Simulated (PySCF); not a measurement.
Two species compared at the same levels of theory.

First species: C3H8F2Si.
InChI=1S/C3H8F2Si/c1-2-3-6(4)5/h6H,2-3H2,1H3

Second species: C₆H₆ClF.
Atom-mapped SMILES: `[F:1][C@H:2]1[CH:3]=[CH:4][CH:5]=[C:6]([Cl:7])[CH2:8]1` (hydrogens: H9 on C2; H10 on C3; H11 on C4; H12 on C5; H13, H14 on C8)

Levels: CAM-B3LYP/def2-SVPD for dipole moment, HOMO energy, LUMO energy, HOMO–LUMO gap, static isotropic polarisability and electronic spatial extent ⟨r²⟩ about the centre of nuclear charge; TDDFT CAM-B3LYP/def2-SVPD for lowest singlet excitation; TDA CAM-B3LYP/def2-SVPD for lowest triplet excitation (Tamm–Dancoff); GFN2-xTB for rotational constant A and rotational constant C. Geometries: GFN2-xTB. Each structure is a single optimised conformer of the isolated species, non-relativistic unless stated; the electronic structure was computed with PySCF and density fitting.

Dipoles, sizes and rotational constants follow the conformer. The torsions of the flexible species, by atom-mapped SMILES:
- `[CH3:1][CH2:2][CH2:3][SiH:4]([F:5])[F:6]`: C1–C2–C3–Si4 -178°, C2–C3–Si4–F5 62°

**Question.** Which of the two has the higher HOMO energy, and by how much?

**Answer.** The second: -8.01 eV against -10.35 eV, a difference of 2.34 eV.

**Question.** Which has the higher S1 energy?

**Answer.** The first: 8.18 eV against 4.74 eV, a difference of 3.44 eV.

**Question.** Which of the two has the higher rotational constant C, and by how much?

**Answer.** The first: 1.173 GHz against 0.967 GHz, a difference of 0.206 GHz.

**Question.** Which has the higher LUMO energy?

**Answer.** The first: 1.19 eV against -0.45 eV, a difference of 1.64 eV.

**Question.** Which has the higher HOMO–LUMO gap?

**Answer.** The first: 11.54 eV against 7.56 eV, a difference of 3.98 eV.

**Question.** Which of the two has the higher rotational constant A, and by how much?

**Answer.** The first: 5.972 GHz against 3.147 GHz, a difference of 2.825 GHz.

**Question.** Which of the two has the higher ⟨r²⟩, and by how much?

**Answer.** The second: 1155 bohr² against 997 bohr², a difference of 158 bohr².

**Question.** Which of the two has the higher static isotropic polarisability, and by how much?

**Answer.** The second: 83.4 au against 60.6 au, a difference of 22.8 au.

On the first: In wavenumbers S1 is 66000 cm⁻¹ (1 eV = 8065.54 cm⁻¹).

On the second: The dipole matches unit charges of opposite sign 0.47 Å apart (1 e·Å = 4.8032 D). The principal polarisabilities are 58.7, 84.1 and 107.5 au; their mean is the isotropic value.
